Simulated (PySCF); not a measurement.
PySCF was given this input:
```python
from pyscf import gto, scf, cc

mol = gto.Mole()
mol.atom = '''
    F     2.31105681   -0.60630354    0.44802213
    C     1.21661307   -0.19266073   -0.15737279
    F     1.43520919    0.16637079   -1.40914534
    C    -0.02232275   -0.14002458    0.44908467
    F    -0.08594854   -0.53913187    1.72909540
    C    -1.20234980    0.28213038   -0.12957288
    F    -1.29668040    0.70258278   -1.37774912
    F    -2.35826408    0.31018513    0.50168426
'''
mol.basis = 'sto-3g'
mol.spin = 1
mol.verbose = 4
mol.build()

mf = scf.UHF(mol)
mf.kernel()

mycc = cc.CCSD(mf)
mycc.diis_space = 10
mycc.kernel()
print('E(CCSD) = %.10f' % mycc.e_tot)
```

### Question
What does this run give for the SCF-reference HOMO energy, nuclear repulsion energy, coupled-cluster correlation energy (without the perturbative part), SCF-reference Mulliken (on the basis functions themselves) charges in atom order?

### Answer

```json
{
  "SCF-reference HOMO energy": "-6.72 eV",
  "nuclear_repulsion_energy": "390.2760 Eh",
  "coupled-cluster correlation energy (without the perturbative part)": "-0.2727 Eh",
  "SCF-reference Mulliken (on the basis functions themselves) charges in atom order": "F1 -0.12, C2 0.26, F3 -0.12, C4 0.07, F5 -0.12, C6 0.26, F7 -0.12, F8 -0.12"
}
```

These values belong to the state on which the SCF converged, which isn't shown to be the lowest.
